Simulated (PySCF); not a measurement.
## Correlation energy of Fe²⁺ (iron, charge +2)

[Ar] 3d6, high-spin 5D determinant. All numbers are calculated (PySCF 2.14, the non-relativistic Hamiltonian (point nucleus), in aug-cc-pVDZ). Frozen: [Ar]; 6 electrons correlated.

```json
{"level": "CCSD", "correlation energy (mhartree)": "-103.31"}
{"level": "(T)", "correlation energy (mhartree)": "-1.23"}
{"level": "CCSD(T)", "correlation energy (mhartree)": "-104.54"}
```

Diagnostics: T1 = 0.0065, D1 = 0.0110, largest double amplitude 0.032.

Cost of the coupled-cluster step: about 3 core-seconds, for 6 correlated electrons.

Iterations:

```
CC2 = 0
CCSD nocc = (np.int64(5), np.int64(1)), nmo = (50, 50)
frozen orbitals [[0, 1, 2, 3, 4, 5, 6, 7, 8], [0, 1, 2, 3, 4, 5, 6, 7, 8]]
max_cycle = 100
direct = 0
conv_tol = 1e-08
conv_tol_normt = 1e-06
diis_space = 8
diis_start_cycle = 0
Init t2, MP2 energy = -0.0993239510043976
Init E_corr(UCCSD) = -0.0993239510070087
cycle = 1  E_corr(UCCSD) = -0.102209038938229  dE = -0.00288508793  norm(t1,t2) = 0.0227084
cycle = 2  E_corr(UCCSD) = -0.103075640412888  dE = -0.000866601475  norm(t1,t2) = 0.00529569
cycle = 3  E_corr(UCCSD) = -0.103208515010247  dE = -0.000132874597  norm(t1,t2) = 0.00287253
cycle = 4  E_corr(UCCSD) = -0.103310876949209  dE = -0.000102361939  norm(t1,t2) = 0.00120219
cycle = 5  E_corr(UCCSD) = -0.103310710678257  dE = 1.66270952e-07  norm(t1,t2) = 0.00043897
cycle = 6  E_corr(UCCSD) = -0.103312863877423  dE = -2.15319917e-06  norm(t1,t2) = 0.000102097
cycle = 7  E_corr(UCCSD) = -0.103313070823924  dE = -2.06946501e-07  norm(t1,t2) = 3.95612e-05
cycle = 8  E_corr(UCCSD) = -0.103312649394786  dE = 4.21429138e-07  norm(t1,t2) = 1.67338e-05
cycle = 9  E_corr(UCCSD) = -0.103312686129775  dE = -3.67349893e-08  norm(t1,t2) = 8.0757e-06
cycle = 10  E_corr(UCCSD) = -0.103312750824484  dE = -6.46947087e-08  norm(t1,t2) = 3.26491e-06
cycle = 11  E_corr(UCCSD) = -0.103312750650113  dE = 1.74371365e-10  norm(t1,t2) = 1.06294e-06
cycle = 12  E_corr(UCCSD) = -0.103312747460278  dE = 3.18983431e-09  norm(t1,t2) = 4.06949e-07
UCCSD converged
E(UCCSD) = -1261.764114005853  E_corr = -0.1033127474602783
UCCSD(T) correction = -0.00122513104928286
```
